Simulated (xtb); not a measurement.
C$_{2}$H$_{3}$N$_{3}$, triplet, geometry from GFN2-xTB (a higher spin typed on purpose: for a closed-shell molecule this is an excited state); GFN1-xTB (xtb).

Here is a job for xtb.
```
$ xtb mol.xyz --gfn 1 --uhf 2 --opt --json

# file mol.xyz
8

C      1.17101317     0.00475057    -0.09247031
N      0.44636478     1.08338049    -0.11598651
C     -0.85666527     0.74776666     0.09263815
N     -0.94222099    -0.66666020     0.20744920
N      0.37784307    -1.08306690     0.01405913
H      2.22920053    -0.05749973    -0.21574880
H     -1.68090099     1.38200876    -0.14596717
H     -1.60829484    -1.17518597    -0.37794388
```

Output, abridged:

```
   ID    Z sym.   atoms
    1    6 C      1, 3
    2    7 N      2, 4, 5
    3    1 H      6-8

           -------------------------------------------------
          |                Calculation Setup                |
           -------------------------------------------------

           -------------------------------------------------
          |                 G F N 1 - x T B                 |
           -------------------------------------------------

          ...................................................
          :                      SETUP                      :
          :.................................................:
          :  # basis functions                  26          :
          :  # atomic orbitals                  26          :
          :  # shells                           16          :
          :  # electrons                        26          :
          :  # halogen bonds                     0          :
          :  max. iterations                   250          :
          :  Hamiltonian                  GFN1-xTB          :
          :  restarted?                      false          :
          :  GBSA solvation                  false          :
          :  PC potential                    false          :
          :  electronic temp.          300.0000000     K    :
          :  accuracy                    1.0000000          :
          :  -> integral cutoff          0.2500000E+02      :
          :  -> integral neglect         0.1000000E-07      :
          :  -> SCF convergence          0.1000000E-05 Eh   :
          :  -> wf. convergence          0.2000000E-04 e    :
          :  Broyden damping             0.4000000          :
          :  net charge                          0          :
          :  unpaired electrons                  2          :
          ...................................................

 iter      E             dE          RMSdq      gap      omega  full diag
   1    -15.3742083 -0.153742E+02  0.802E+00    1.80       0.0  T
   2    -15.3763163 -0.210802E-02  0.491E+00    1.76       1.0  T
   3    -15.3257027  0.506137E-01  0.250E+00    1.71       1.0  T
   4    -15.3779047 -0.522020E-01  0.745E-01    1.71       1.0  T
   5    -15.3799911 -0.208642E-02  0.475E-01    1.84       1.0  T
   6    -15.3809333 -0.942225E-03  0.326E-01    1.79       1.0  T
   7    -15.3806247  0.308671E-03  0.388E-01    1.73       1.0  T
   8    -15.3817021 -0.107748E-02  0.872E-02    1.76       1.0  T
[...]
 * total energy  :   -15.2410724 Eh     change       -0.2514548E-03 Eh
 * total energy  :   -15.2412428 Eh     change       -0.1703428E-03 Eh
 * total energy  :   -15.2414366 Eh     change       -0.1938313E-03 Eh
 * total energy  :   -15.2416795 Eh     change       -0.2429551E-03 Eh
 * total energy  :   -15.2420290 Eh     change       -0.3494535E-03 Eh
 * total energy  :   -15.2422727 Eh     change       -0.2436650E-03 Eh
 * total energy  :   -15.2423194 Eh     change       -0.4676089E-04 Eh
 * total energy  :   -15.2423881 Eh     change       -0.6872235E-04 Eh
 * total energy  :   -15.2424367 Eh     change       -0.4854426E-04 Eh
 * total energy  :   -15.2424473 Eh     change       -0.1061070E-04 Eh
 * total energy  :   -15.2424537 Eh     change       -0.6398202E-05 Eh
 * total energy  :   -15.2424555 Eh     change       -0.1779663E-05 Eh
   *** GEOMETRY OPTIMIZATION CONVERGED AFTER 18 ITERATIONS ***
         :: total energy             -15.242455477339 Eh    ::
[...]
        24                          0.3697896              10.0625
        25                          0.3730512              10.1512
        26                          0.5661333              15.4053
      -------------------------------------------------------------
                  HL-Gap            0.0826376 Eh            2.2487 eV
             Fermi-level           -0.3502996 Eh           -9.5321 eV

  Mulliken/CM5 charges         n(s)   n(p)   n(d)
     1C     0.27897  0.39015   1.004  2.717  0.000
     2N    -0.35025 -0.52415   1.565  3.785  0.000
     3C     0.17623  0.25302   1.086  2.737  0.000
     4N    -0.16980 -0.42666   1.466  3.704  0.000
     5N    -0.21932 -0.32467   1.607  3.613  0.000
     6H     0.03308  0.10664   0.967  0.000  0.000
     7H     0.03615  0.10801   0.964  0.000  0.000
     8H     0.21494  0.41765   0.785  0.000  0.000

Wiberg/Mayer (AO) data.
largest (>0.10) Wiberg bond orders for each atom

 ---------------------------------------------------------------------------
     #   Z sym  total        # sym  WBO       # sym  WBO       # sym  WBO
 ---------------------------------------------------------------------------
     1   6 C    3.934 --     2 N    1.647     5 N    1.174     6 H    0.972
                             3 C    0.102
     2   7 N    3.009 --     1 C    1.647     3 C    1.110     5 N    0.140
     3   6 C    3.279 --     2 N    1.110     7 H    0.962     4 N    0.950
                             5 N    0.128     1 C    0.102
     4   7 N    3.260 --     5 N    1.271     3 C    0.950     8 H    0.923
     5   7 N    2.763 --     4 N    1.271     1 C    1.174     2 N    0.140
                             3 C    0.128
     6   1 H    1.015 --     1 C    0.972
     7   1 H    1.013 --     3 C    0.962
     8   1 H    0.980 --     4 N    0.923
 ---------------------------------------------------------------------------

Topologies differ in total number of bonds
Writing topology from bond orders to xtbtopo.mol

 dipole moment from electron density (au)
     X       Y       Z
  -0.7523  -0.3266  -0.5684  total (Debye):    2.536

optimized geometry written to: xtbopt.xyz

           -------------------------------------------------
          | TOTAL ENERGY              -15.242455477339 Eh   |
          | GRADIENT NORM               0.000201866849 Eh/α |
          | HOMO-LUMO GAP               2.248682736040 eV   |
           -------------------------------------------------

normal termination of xtb
```
